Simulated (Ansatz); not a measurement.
Steps of a relaxation of C₃H₆BBr with RKS PBE-D4/def2-SVP.

```sh
$ ansatz run in.yaml --threads 4 --pin off --events-out ev --progress --plain --max-ram 10444MiB
```

```yaml
crystal:
  periodic: [false, false, false]
  atoms:
    - {symbol: B, position_ang: [-1.583400, 0.273200, 0.312400]}
    - {symbol: C, position_ang: [-0.172500, 0.095900, 0.888300]}
    - {symbol: C, position_ang: [0.832200, 0.198000, -0.212400]}
    - {symbol: C, position_ang: [1.139100, -0.797400, -1.063300]}
    - {symbol: Br, position_ang: [1.935900, 1.773000, -0.358500]}
    - {symbol: H, position_ang: [-2.289300, 1.244200, 0.667000]}
    - {symbol: H, position_ang: [-2.038100, -0.426300, -0.502400]}
    - {symbol: H, position_ang: [-0.072200, -0.873900, 1.383400]}
    - {symbol: H, position_ang: [0.024100, 0.899300, 1.694700]}
    - {symbol: H, position_ang: [0.480600, -1.718500, -0.974400]}
    - {symbol: H, position_ang: [1.809000, -0.724600, -1.814400]}
basis:
  gaussian: {orbitals: def2-SVP}
hamiltonian: {xc: pbe, dispersion: d4}
relax: {f_tol: 0.03, max_steps: 200}
```

Positions (Å) and forces (eV/Å) along the path, 13 of 27 steps:

```xyz
11
step=1 energy=-73902.3583 eV
B    -1.583    0.273    0.312   -1.046    1.675    0.492
C    -0.172    0.096    0.888    0.749    1.843    1.673
C     0.832    0.198   -0.212    1.102   -0.335   -0.422
C     1.139   -0.797   -1.063   -3.829   -1.115    2.846
Br    1.936    1.773   -0.358   -0.367    0.131    0.214
H    -2.289    1.244    0.667    0.335   -0.532   -0.164
H    -2.038   -0.426   -0.502   -0.372   -0.942   -0.849
H    -0.072   -0.874    1.383    0.070   -0.618    0.177
H     0.024    0.899    1.695   -0.081   -0.974   -0.907
H     0.481   -1.718   -0.974    0.744    0.633   -0.219
H     1.809   -0.725   -1.814    2.694    0.234   -2.840
11
step=4 energy=-73902.7514 eV
B    -1.588    0.339    0.314   -0.089    0.053   -0.071
C    -0.156    0.127    0.943    0.030   -0.028    0.130
C     0.857    0.159   -0.181    0.112   -0.175   -0.285
C     1.086   -0.821   -1.083    0.087    0.224    0.151
Br    1.827    1.814   -0.327   -0.054   -0.062   -0.018
H    -2.289    1.294    0.603    0.040   -0.023   -0.021
H    -2.004   -0.469   -0.500    0.037    0.008    0.060
H    -0.121   -0.883    1.411   -0.031   -0.004   -0.048
H     0.099    0.869    1.723    0.010   -0.020   -0.020
H     0.512   -1.760   -0.996    0.070    0.047   -0.059
H     1.841   -0.725   -1.886   -0.211   -0.020    0.181
11
step=6 energy=-73902.7647 eV
B    -1.586    0.371    0.312    0.064    0.000    0.033
C    -0.160    0.102    0.945    0.048   -0.023   -0.067
C     0.855    0.158   -0.183   -0.238    0.132    0.189
C     1.112   -0.826   -1.057    0.059   -0.167   -0.139
Br    1.742    1.847   -0.376   -0.009    0.031   -0.004
H    -2.241    1.360    0.580    0.021    0.029   -0.032
H    -2.038   -0.446   -0.469    0.003   -0.007   -0.009
H    -0.146   -0.934    1.352   -0.016    0.023    0.019
H     0.112    0.809    1.748    0.015   -0.011    0.049
H     0.583   -1.786   -0.955    0.013   -0.011   -0.001
H     1.833   -0.712   -1.876    0.040    0.003   -0.038
11
step=10 energy=-73902.8076 eV
B    -1.540    0.444    0.298   -0.223   -0.221    0.095
C    -0.183   -0.005    0.974   -0.042   -0.056    0.093
C     0.777    0.134   -0.175    0.105    0.087   -0.133
C     1.169   -0.834   -1.027   -0.009    0.048   -0.095
Br    1.407    1.928   -0.470    0.008    0.032    0.003
H    -1.938    1.590    0.382    0.060    0.007   -0.123
H    -2.205   -0.387   -0.315    0.170    0.186    0.070
H    -0.202   -1.068    1.288   -0.002   -0.026   -0.012
H     0.134    0.631    1.822   -0.015    0.010   -0.005
H     0.810   -1.864   -0.876   -0.001   -0.015   -0.009
H     1.837   -0.626   -1.879   -0.052   -0.051    0.116
11
step=11 energy=-73902.8165 eV
B    -1.538    0.435    0.301   -0.166   -0.137   -0.028
C    -0.185   -0.017    0.981   -0.026   -0.069    0.116
C     0.773    0.134   -0.170    0.025    0.135   -0.107
C     1.164   -0.825   -1.032   -0.017    0.043   -0.064
Br    1.389    1.935   -0.450    0.050    0.037   -0.013
H    -1.879    1.604    0.306    0.038   -0.065   -0.080
H    -2.232   -0.401   -0.272    0.152    0.178    0.097
H    -0.198   -1.079    1.294    0.007   -0.042    0.001
H     0.133    0.624    1.826   -0.023    0.004    0.007
H     0.807   -1.856   -0.885   -0.005   -0.041   -0.014
H     1.832   -0.611   -1.880   -0.034   -0.043    0.083
11
step=14 energy=-73902.8621 eV
B    -1.479    0.305    0.238    0.020    0.236   -0.099
C    -0.160   -0.002    1.050    0.016    0.036    0.202
C     0.795    0.188   -0.102    0.043   -0.203   -0.403
C     1.027   -0.735   -1.074   -0.197    0.079    0.235
Br    1.632    1.915   -0.239   -0.076   -0.165    0.038
H    -1.741    1.453   -0.094    0.094   -0.140    0.058
H    -2.224   -0.584   -0.126    0.063   -0.090   -0.014
H    -0.086   -1.042    1.427   -0.015    0.055    0.006
H     0.062    0.716    1.866   -0.032   -0.072   -0.094
H     0.527   -1.725   -1.010    0.155    0.256    0.007
H     1.711   -0.547   -1.916   -0.073    0.008    0.065
11
step=16 energy=-73902.9096 eV
B    -1.344    0.234    0.148    0.060   -0.156   -0.263
C    -0.136    0.016    1.151    0.041    0.017    0.183
C     0.786    0.194   -0.025   -0.041   -0.295   -0.495
C     0.869   -0.682   -1.076   -0.156    0.414    0.335
Br    1.709    1.876   -0.135   -0.058   -0.162   -0.025
H    -1.590    1.350   -0.280   -0.011   -0.076    0.117
H    -1.989   -0.730   -0.259    0.168    0.202    0.092
H    -0.041   -1.001    1.586   -0.067    0.104   -0.042
H     0.017    0.795    1.925    0.015   -0.126   -0.154
H     0.326   -1.643   -1.029    0.099    0.072    0.068
H     1.459   -0.467   -1.984   -0.048    0.007    0.184
11
step=18 energy=-73902.9451 eV
B    -1.232    0.215    0.061    0.131   -0.155   -0.013
C    -0.125    0.010    1.206    0.025    0.027   -0.258
C     0.769    0.193    0.016   -0.106   -0.108   -0.099
C     0.765   -0.653   -1.061   -0.062    0.071    0.125
Br    1.705    1.857   -0.137   -0.029    0.003    0.010
H    -1.525    1.334   -0.314    0.044   -0.051    0.005
H    -1.819   -0.762   -0.385    0.068    0.148    0.141
H    -0.059   -1.001    1.649   -0.027    0.008   -0.029
H     0.008    0.806    1.956   -0.032   -0.020   -0.007
H     0.303   -1.650   -0.965    0.019    0.090   -0.022
H     1.276   -0.405   -2.006   -0.029   -0.012    0.145
11
step=21 energy=-73902.9711 eV
B    -1.102    0.188   -0.028    0.184    0.041   -0.049
C    -0.104   -0.001    1.242    0.080    0.063   -0.263
C     0.756    0.199    0.054    0.066    0.054    0.392
C     0.659   -0.619   -1.043   -0.075   -0.202   -0.094
Br    1.680    1.864   -0.116   -0.002    0.037   -0.029
H    -1.382    1.293   -0.436   -0.076    0.042    0.029
H    -1.727   -0.785   -0.384   -0.128   -0.087    0.024
H    -0.073   -1.016    1.673   -0.042   -0.027   -0.014
H    -0.020    0.800    1.990   -0.017    0.007    0.029
H     0.276   -1.645   -0.922    0.068    0.074   -0.055
H     1.102   -0.335   -2.010   -0.057   -0.003    0.030
11
step=23 energy=-73903.0267 eV
B    -0.952    0.169   -0.165   -0.124   -0.207   -0.188
C    -0.068   -0.006    1.267    0.079   -0.005    0.036
C     0.778    0.194    0.111    0.111    0.063    0.066
C     0.542   -0.589   -1.028   -0.121   -0.300    0.105
Br    1.678    1.872   -0.095    0.005    0.001    0.002
H    -1.290    1.269   -0.542   -0.027    0.005    0.011
H    -1.688   -0.793   -0.331    0.081    0.129    0.123
H    -0.140   -1.032    1.670   -0.036    0.067   -0.077
H    -0.048    0.789    2.028   -0.015   -0.031   -0.014
H     0.355   -1.673   -0.878    0.049    0.325   -0.166
H     0.898   -0.257   -2.016    0.000   -0.048    0.102
11
step=24 energy=-73903.0331 eV
B    -0.939    0.119   -0.241    0.019    0.200   -0.045
C    -0.045    0.020    1.270   -0.130   -0.136    0.333
C     0.789    0.183    0.134    0.144    0.126    0.027
C     0.493   -0.556   -1.035   -0.012   -0.303   -0.284
Br    1.766    1.823   -0.051   -0.133   -0.006   -0.029
H    -1.336    1.209   -0.604    0.062   -0.068    0.027
H    -1.685   -0.843   -0.190    0.039    0.096   -0.004
H    -0.220   -0.987    1.676    0.038   -0.053   -0.077
H    -0.031    0.816    2.026   -0.030    0.086    0.012
H     0.378   -1.649   -0.976    0.009   -0.016    0.097
H     0.896   -0.193   -1.989   -0.006    0.075   -0.056
11
step=25 energy=-73903.0487 eV
B    -0.913    0.142   -0.243   -0.189   -0.040   -0.028
C    -0.044    0.001    1.284    0.167    0.009   -0.193
C     0.789    0.190    0.134   -0.084   -0.129    0.053
C     0.494   -0.574   -1.036    0.062   -0.023    0.175
Br    1.703    1.862   -0.074   -0.053   -0.057    0.009
H    -1.284    1.236   -0.612   -0.002   -0.025    0.044
H    -1.686   -0.802   -0.202    0.065    0.111    0.005
H    -0.198   -1.021    1.666    0.000    0.033   -0.082
H    -0.053    0.794    2.046    0.004    0.019   -0.027
H     0.378   -1.666   -0.941    0.032    0.069    0.025
H     0.879   -0.219   -2.002   -0.002    0.032    0.019
11
step=27 energy=-73903.0532 eV
B    -0.919    0.144   -0.248   -0.010   -0.021    0.003
C    -0.036    0.000    1.279   -0.003    0.004   -0.008
C     0.787    0.189    0.133    0.011    0.003    0.002
C     0.496   -0.578   -1.030   -0.005    0.008    0.003
Br    1.691    1.863   -0.077    0.003    0.002    0.000
H    -1.285    1.240   -0.607    0.004    0.003    0.000
H    -1.695   -0.790   -0.194    0.005    0.007    0.000
H    -0.202   -1.026    1.641   -0.001    0.000   -0.001
H    -0.046    0.789    2.044   -0.002   -0.002    0.003
H     0.389   -1.668   -0.926   -0.001    0.000    0.001
H     0.884   -0.221   -1.994   -0.001   -0.003   -0.002
```

Hardware: 4 threads of an Arm Neoverse V1 on a shared host. Wall time 39 s, peak host memory 0.17 GiB.
